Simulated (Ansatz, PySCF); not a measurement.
Molecule: dimethoxyborane, C₂H₇BO₂ (charge 0, singlet). 
Geometry from a B3LYP-D3(BJ)/def2-TZVP (Ansatz, a quantum-chemistry and plane-wave program) optimisation:
```xyz
12

B      0.1629     0.7393     0.2257
O      0.7528    -0.4510    -0.0634
C      2.1594    -0.6318     0.0074
O     -1.1821     0.8705     0.1461
C     -2.0056    -0.2281    -0.2401
H      0.8032     1.6932     0.5545
H      2.6654     0.2863     0.3142
H      2.5289    -0.9350    -0.9732
H      2.3807    -1.4214     0.7269
H     -1.7481    -0.5755    -1.2423
H     -1.8962    -1.0615     0.4562
H     -3.0366     0.1207    -0.2301
```

Dipole moments at this geometry, in debye (magnitudes).

| level | program | dipole (D) |
|---|---|---|
| r2SCAN/def2-TZVPD | Ansatz | 1.56 |
| B3LYP/def2-TZVPD | Ansatz | 1.58 |
| BHLYP/def2-TZVPD | Ansatz | 1.61 |
| M06-2X/def2-TZVPD | PySCF | 1.58 |
| CCSD(T)/aug-cc-pVDZ | Ansatz | ___ |

**Question.** What belongs in the gaps?

**Answer.** 
- CCSD(T)/aug-cc-pVDZ, dipole (D): 1.60
